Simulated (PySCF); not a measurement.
Ga₂H₄, SMILES [GaH2][GaH2-], charge -1, multiplicity 2. Atoms are numbered in the order given.

```xyz
6

Ga     0.0000     0.0000    -1.1874
Ga     0.0000     0.0000     1.1874
H      0.0000     1.3197    -2.1024
H      0.0000    -1.3197    -2.1024
H      0.0000     1.3197     2.1024
H      0.0000    -1.3197     2.1024
```
Charge -1, spin multiplicity 2.

Geometry: TPSSh-D3(BJ)/def2-SVPD.

Level of theory: r2SCAN/def2-TZVPD run with PySCF.

Mulliken values depend strongly on the basis, most of all with diffuse functions as here. ESP charges are fitted to the potential on shells at 1.4 to 2.0 van der Waals radii. Atomic charges (e):

| atom | meta-Löwdin | ESP fit | Mulliken | Mulliken spin |
|---|---|---|---|---|
| Ga1 | -0.28 | -0.11 | -0.14 | 0.57 |
| Ga2 | -0.28 | -0.11 | -0.14 | 0.57 |
| H3 | -0.11 | -0.19 | -0.18 | -0.03 |
| H4 | -0.11 | -0.19 | -0.18 | -0.03 |
| H5 | -0.11 | -0.19 | -0.18 | -0.03 |
| H6 | -0.11 | -0.19 | -0.18 | -0.03 |
